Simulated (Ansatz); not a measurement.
Molecule: C₃H₉OSi, charge -1, multiplicity 1. It need not be the lowest isomer of its formula. Whether it binds its extra electron was not tested at this geometry. 
Geometry from a B3LYP-D3(BJ)/def2-TZVP (Ansatz, a quantum-chemistry and plane-wave program) optimisation:
```xyz
14

Si     0.1273     0.0076     0.0148
C      1.8663     0.2263    -0.0990
C     -0.5936    -1.2485    -1.2261
C     -0.8850     1.6118    -0.1824
O     -0.4828    -0.6004     1.5108
H      2.5382    -0.5647    -0.4227
H      2.3641     1.1450     0.2011
H     -0.5796    -0.8540    -2.2458
H     -1.6232    -1.5211    -0.9716
H      0.0039    -2.1657    -1.2157
H     -1.9279     1.4701     0.1198
H     -0.8673     1.9696    -1.2155
H     -0.4611     2.3986     0.4497
H      0.3054    -0.7179     2.0528
```
Charge -1, spin multiplicity 1.

Parts of the frozen-core correlation energy in cc-pV(Q+d)Z (Ansatz, hartree). Frozen orbitals: 9; correlated occupied orbitals by spin: 16 and 16; virtual: 529 and 529. No spin-orbit coupling. Non-relativistic.

```
term                            value
-------------------------  ----------
reference (HF)             -482.77171
MP2 opposite-spin                 ___
MP2 same-spin                     ___
CCSD correlation                  ___
(T)                          -0.04345
T1 diagnostic                   0.011
largest doubles amplitude       0.014
```

**Question.** What belongs in the gaps?

**Answer.** 
- MP2 opposite-spin, value: -0.76621
- MP2 same-spin, value: -0.22127
- CCSD correlation, value: -1.02209
